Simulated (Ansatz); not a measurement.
`[NH2][SbH][OH]` + `NC(O)O` → `[NH2][SbH][NH2]` + `OC(O)O`  (formal exchange of groups at the Sb–O bond)

Computed with Ansatz on PBE0-D4/def2-TZVP structures; ΔE is electronic, products minus reactants. CCSD(T)/CBS adds triple-zeta CCSD(T) − MP2 to the extrapolated MP2 energy (def2 sets, frozen cores). def2 core potentials past Kr. For Sb outer-core shells are correlated without core-valence functions, which leaves a few kJ/mol of doubt a bond. Each species was taken in one conformer, which may not be the lowest.

`[NH2][SbH][OH]`:

Cartesian coordinates in Å:
```
N -0.649 0.578 0.891
Sb -0.281 -0.944 -0.367
O 0.944 0.010 -1.579
H -1.588 0.643 1.252
H 0.028 0.800 1.604
H 1.087 -1.550 0.472
H 0.459 0.463 -2.273
```

`NC(O)O`:

```xyz
9

N     1.167   -0.103    0.074
C    -0.264   -0.160    0.092
O    -0.648   -0.050   -1.248
O    -0.770    0.865    0.883
H     1.537   -0.689   -0.662
H     1.547   -0.401    0.962
H    -0.687   -1.077    0.531
H    -1.609   -0.041   -1.268
H    -0.273    1.656    0.636
```

`[NH2][SbH][NH2]`:

Z-matrix (Å, degrees):
```
N
Sb 1 2.033
H 1 1.011 2 112.9
H 1 1.011 2 113.0 3 -123.4
N 2 2.021 1 93.7 3 -126.1
H 2 1.729 1 90.0 3 -26.4
H 5 1.011 2 114.2 1 -172.4
H 5 1.011 2 115.1 1 59.6
```

`OC(O)O`:

Z-matrix (Å, degrees):
```
C
O 1 1.384
O 1 1.401 2 106.2
O 1 1.375 2 109.5 3 -122.4
H 1 1.099 2 112.0 3 120.8
H 2 0.962 1 107.5 3 -30.2
H 3 0.962 1 108.1 2 178.5
H 4 0.965 1 106.9 2 49.0
```

| species | CCSD(T)/def2-SVP energy (Eh) |
| --- | --- |
| `[NH2][SbH][OH]` | -371.30236 |
| `NC(O)O` | -245.49555 |
| `[NH2][SbH][NH2]` | -351.47172 |
| `OC(O)O` | -265.31783 |

Problem. Work out ΔE.

Solution. ΔE = (-351.47172) + (-265.31783) − (-371.30236) − (-245.49555) = 0.00836 Eh = +21.9 kJ/mol. CCSD(T)/CBS gives +30.3 kJ/mol.

Largest T1 diagnostic among the species: 0.014.

Leaving LDA and LC-ωPBE aside and taking each functional with its dispersion term where it has one, the values, not all of them listed here, spread over 5.0 kJ/mol, from HSE06-D4 to BLYP-D4. From BLYP to BHLYP (50 % exact exchange), in def2-TZVPP and without D4, ΔE moves by −3.4 kJ/mol. At CCSD(T), def2-SVP lies −8.4 kJ/mol from the extrapolated value and def2-TZVPP −4.9 kJ/mol.
